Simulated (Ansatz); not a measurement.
Consider the formal exchange of groups at a Ge–O bond: `O[SiH](Cl)[O][GeH3]` + `CCS` → `S[CH2][GeH3]` + `CO[SiH](O)Cl`.

Gas-phase electronic energies from Ansatz, PBE0-D4/def2-TZVP geometries. CCSD(T)/CBS is the MP2 limit (def2-TZVPP, def2-QZVPP) plus CCSD(T) − MP2 in def2-TZVPP, frozen cores. DFT in def2-TZVPP. B3LYP here is the variant with VWN-RPA as its local correlation; programs differ in this. For Ge outer-core shells are correlated without core-valence functions, which leaves a few kJ/mol of doubt a bond. Scalar relativity is left out up to krypton. Each species was taken in one conformer, which may not be the lowest.

CCSD(T)/CBS gives +114.2 kJ/mol.

(1) Another level gave +112.3 kJ/mol. Which?
A. B3LYP/def2-TZVPP
B. PBE-D4/def2-TZVPP
C. HF/def2-TZVPP
D. SCS-MP2/def2-TZVPP

Largest T1 diagnostic among the species: 0.011.

Results:

(1) A. B3LYP 112.3, SCS-MP2/def2-TZVPP 120.6, HF/def2-TZVPP 126.7, PBE-D4 105.1 kJ/mol.

From PBE to PBE0 (25 % exact exchange), in def2-TZVPP and without D4, ΔE moves by +4.6 kJ/mol. In def2-TZVPP, CCSD(T) changes the Hartree–Fock value by −11.1 kJ/mol (the triples alone add −1.3 kJ/mol) and MP2 by −7.1 kJ/mol.
